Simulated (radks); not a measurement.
All-electron atom: the bromine ion Br+ in [Ar] 3d10 4s2 4p4.

Calculated with a radial shooting solver on a logarithmic mesh with Libxc functionals: scalar-relativistic Kohn-Sham, LB94 model potential, spin-polarised, spherical densities, finite nucleus; open shells are filled with parallel spins first; Fermi nuclear charge, rms radius 4.1629 fm.

Energy parts (eV):
| part | energy |
|---|---|
| kinetic | 72768.087 |
| electron-nucleus | -171072.578 |
| Hartree | 29898.856 |
(The LB94 potential has no energy functional, so no total or exchange-correlation energy is given.)

Orbitals (lengths in bohr, moments of r in powers of bohr; r(90%) holds 90 % of the orbital's charge):
orbital  occ.  eigenvalue (eV)  r(90%)   <1/r>
1s down     1        -13427.45  0.0763   35.70
1s up       1        -13427.43  0.0763   35.70
2s up       1        -1772.807   0.292   7.907
2s down     1        -1772.726   0.292   7.907
2p up       3        -1569.405   0.269   7.758
2p down     3        -1569.272   0.269   7.758
3s up       1        -259.7014   0.822   2.580
3s down     1        -259.5791   0.823   2.578
3p up       3        -195.4270   0.861   2.437
3p down     3        -195.3520   0.863   2.434
3d down     5         -88.8103   0.963   2.166
3d up       5         -88.7804   0.960   2.170
4s up       1         -36.4134    2.40  0.8309
4s down     1         -36.2598    2.37  0.8444
4p up       3         -23.2326    2.95  0.6801
4p down     1         -22.7652    2.92  0.6932

The highest occupied level is 4p down at -22.765 eV. Summed over all electrons, <r^2> = 30.75 bohr^2, which gives a Langevin (diamagnetic) susceptibility term of -24.4 x 10^-6 cm^3/mol.
